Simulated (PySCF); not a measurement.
**Relaxation of quartet RuCl₃**

Level of theory: PySCF, UPBE, basis Ru def2-SVP with ECP28, Cl def2-SVP (scalar-relativistic core potentials, no spin–orbit coupling, density fitting). A (50,194) grid was used.

A hand-made T-shaped start, of C2v symmetry, held to at least that symmetry:

```xyz
4
charge 0 multiplicity 4, angstrom
Ru    0.0000    0.0000   -0.4052
Cl    0.0000    0.0000    1.8348
Cl    2.2386    0.0000   -0.3270
Cl   -2.2386    0.0000   -0.3270
```

At each step, columns x, y, z (Å) and Fx, Fy, Fz (eV/Å):

```
step 0  E − E(last) = 42.65 kJ/mol
Ru   0.000   0.000  -0.405   0.000   0.000   1.446
Cl   0.000   0.000   1.835   0.000   0.000  -0.045
Cl   2.239   0.000  -0.327   0.232   0.000  -0.700
Cl  -2.239   0.000  -0.327  -0.232   0.000  -0.700
step 1  E − E(last) = 25.61 kJ/mol
Ru   0.000   0.000  -0.330  -0.002   0.000   1.062
Cl   0.000   0.000   1.888   0.000   0.000   0.017
Cl   2.245   0.000  -0.391   0.041   0.000  -0.539
Cl  -2.245   0.000  -0.391  -0.040   0.000  -0.539
step 2  E − E(last) = 6.24 kJ/mol
Ru   0.000   0.000  -0.159   0.000   0.000  -0.297
Cl   0.000   0.000   2.010   0.000   0.000   0.489
Cl   2.244   0.000  -0.538  -0.520   0.000  -0.096
Cl  -2.244   0.000  -0.538   0.520   0.000  -0.096
step 3  E − E(last) = 2.50 kJ/mol
Ru   0.000   0.000  -0.122  -0.001   0.000  -0.194
Cl   0.000   0.000   2.060   0.000   0.000   0.249
Cl   2.218   0.000  -0.581  -0.383   0.000  -0.028
Cl  -2.218   0.000  -0.581   0.384   0.000  -0.028
step 4  E − E(last) = 0.18 kJ/mol
Ru   0.000   0.000  -0.090  -0.002   0.000   0.108
Cl   0.000   0.000   2.113   0.000   0.000  -0.049
Cl   2.175   0.000  -0.624  -0.041   0.000  -0.030
Cl  -2.175   0.000  -0.624   0.042   0.000  -0.029
step 5  E − E(last) = 0.01 kJ/mol
Ru   0.000   0.000  -0.068   0.000   0.000   0.006
Cl   0.000   0.000   2.132   0.000   0.000  -0.020
Cl   2.164   0.000  -0.644  -0.035   0.000   0.007
Cl  -2.164   0.000  -0.644   0.035   0.000   0.007
step 6  E − E(last) = 0.00 kJ/mol
Ru   0.000   0.000  -0.067   0.000   0.000   0.012
Cl   0.000   0.000   2.133   0.000   0.000  -0.012
Cl   2.161   0.000  -0.645  -0.001   0.000   0.000
Cl  -2.161   0.000  -0.645   0.001   0.000   0.000
step 7  E − E(last) = 0.00 kJ/mol
Ru   0.000   0.000  -0.067  -0.002   0.000   0.002
Cl   0.000   0.000   2.133   0.000   0.000  -0.002
Cl   2.161   0.000  -0.645   0.001   0.000   0.000
Cl  -2.161   0.000  -0.645   0.001   0.000   0.001
```

It ends at C2v with Ru–Cl 2.199 Å, Ru–Cl 2.237 Å (×2); Cl–Ru–Cl 105.0° (×2), Cl–Ru–Cl 150.1° (after a last refinement on a finer grid). A frequency run shows a minimum.

Open d and f shells are described by one determinant, and the ground state may have another occupation or spin.

The relaxation took about 60 core-seconds on a shared host.
